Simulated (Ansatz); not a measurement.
# Reading a saddle point

A first-order saddle point of CH$_{7}$ClGe, closed shell, PBE0-D4/def2-TZVP, with one imaginary mode of 592i cm⁻¹:

```
10
angstrom
Ge -0.4006 0.4022 -0.9998
C 0.3763 -0.8084 0.7281
H -1.8399 0.8583 -0.8159
H 0.6642 1.2686 -1.6549
H -0.4214 -0.9694 -1.7328
H 0.1992 0.4222 0.8029
Cl -0.0193 2.1899 1.0129
H -0.4782 -1.4818 0.7275
H 1.2189 -1.2016 0.1633
H 0.7007 -0.6800 1.7686
```

Computed with Ansatz 0.2.0 (basis: def2-TZVPP and def2-QZVPP); correlated methods freeze the cores. Filled d shells of the heavier atoms are correlated. The def2 sets are not built for correlating such inner shells, so the correlated values are less sure here. Extrapolation: Hartree–Fock as exp(−7.88 √X), correlation as X^−2.97.

Task: Which contacts change along the imaginary mode, and what lies on either side? (A judgement: the text doesn't fix the answer.)

Result: The calculation gives: The step is CH₆Ge ([CH3][GeH3]) + HCl → GeH₃Cl ([Cl][GeH3]) + CH₄, with the molecules in contact on both sides. Shortening one way: Ge1–Cl7, C2–H6; lengthening the same way: Ge1–C2, H6–Cl7.
```json
{"pair": "Ge1–Cl7", "one side (Å)": "4.15", "saddle (Å)": "2.72", "other side (Å)": "2.16"}
{"pair": "C2–H6", "one side (Å)": "3.21", "saddle (Å)": "1.25", "other side (Å)": "1.09"}
{"pair": "Ge1–C2", "one side (Å)": "1.95", "saddle (Å)": "2.25", "other side (Å)": "4.28"}
{"pair": "H6–Cl7", "one side (Å)": "1.29", "saddle (Å)": "1.79", "other side (Å)": "3.09"}
```

Task: Which side is lower, and how far does the saddle lie above each? (An estimate is asked for; the value comes from the calculation.)

Result: By the calculation: The side with Ge1–Cl7, C2–H6 short is lower by 82.9 kJ/mol; the saddle lies 266.1 kJ/mol above it and 183.2 kJ/mol above the other (CCSD(T) at an estimated basis limit (MP2 extrapolated from triple and quadruple zeta, plus CCSD(T) − MP2 in triple zeta); electronic energies).

T1 diagnostic: at most 0.011. The end structure is not quite a true minimum (one mode of 27i cm⁻¹).

Labels in which every atom is bracketed show which atoms are joined, not bond orders.

For scale, one of the runs: CCSD(T)/def2-TZVPP, 219 basis functions, launched by `ansatz run in.yaml --threads 3 --pin off --events-out ev --progress --plain --max-ram 6092MiB`. Hardware: 3 CPU threads of an Intel Xeon, shared host. Wall time 51 s; peak host memory 3.5 GiB.
